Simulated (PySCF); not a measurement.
A run for PySCF: R-MP2/6-31G* on LiMg+, 2S+1 = 1, a spin state set in the input, which need not be the lowest, a point of a bond scan (R = 2.705 Å). Charge +1.

```python
from pyscf import gto, scf, dft, mp
from pyscf.data.elements import chemcore

mol = gto.M(
    atom='''
    Li    0.00000000    0.00000000    0.00000000
    Mg    0.00000000    0.00000000    2.70496200
    ''',
    basis='6-31g*',
    cart=True,
    charge=1, spin=0, verbose=3, max_memory=1800)
mf = scf.RHF(mol)
mf.conv_tol = 1e-8
mf.max_cycle = 100
mf.kernel()
if not mf.converged:
    mf = mf.newton().run(mf.mo_coeff, mf.mo_occ)
pt = mp.MP2(mf, frozen=chemcore(mol)).run()
```

Give the final energy of this run.

-206.8872 hartree.
